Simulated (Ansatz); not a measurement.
Species: sum formula SiNH₃F₃ (charge +1, singlet). It need not be the lowest isomer of its formula. 
Geometry from a B3LYP-D3(BJ)/def2-TZVP (Ansatz, a first-principles code) optimisation:
```
N
H 1 1.0263
H 1 1.0263 2 106.95
H 1 1.0263 2 106.95 3 114.31
Si 1 1.8502 2 111.88 4 122.85
F 5 1.5492 1 103.84 2 -180.00
F 5 1.5492 6 114.46 1 112.51
F 5 1.5492 6 114.46 7 134.98
```
Charge +1, spin multiplicity 1.

Total electronic energies in hartree. Correlated levels leave the core frozen unless marked. No spin-orbit coupling. No relativistic terms. Basis-set limits of correlation are two-point, X^-3; Hartree-Fock from the larger set. The bracket is a focal-point correction in the basis named.

```tsv
level	program	energy (Eh)
HF/STO-3G	Ansatz	-635.13356
HF/6-31G*	Ansatz	-643.40387
PBE-D4/def2-TZVPD	Ansatz + dftd4	-645.21479
revPBE/def2-TZVPD	Ansatz	___
PBE0-D4/def2-TZVP	Ansatz + dftd4	-645.24520
PBE0/def2-TZVPD	Ansatz	-645.24290
BHLYP-D3(BJ)/def2-TZVPD	Ansatz + dftd3	___
r2SCAN0/def2-TZVPD	Ansatz	___
CAM-B3LYP/def2-TZVPD	Ansatz	-645.63550
B2GP-PLYP-D4/def2-TZVPD	Ansatz + dftd4	-645.30979
MP2/6-31G	Ansatz	-643.71563
MP2/6-31G*	Ansatz	-644.16370
RI-MP2/cc-pV(T+d)Z	Ansatz	-644.67622
CCSD(T)/cc-pwCVTZ	Ansatz	-644.74878
RI-MP2/CBS(cc-pV(T+d)Z,cc-pV(Q+d)Z)+[CCSD(T)-MP2]/cc-pV(T+d)Z	Ansatz	-644.9178
```

Q: Some entries are withheld; supply them.

A: 
- revPBE/def2-TZVPD, energy (Eh): -645.52138
- BHLYP-D3(BJ)/def2-TZVPD, energy (Eh): -645.58838
- r2SCAN0/def2-TZVPD, energy (Eh): -645.49030
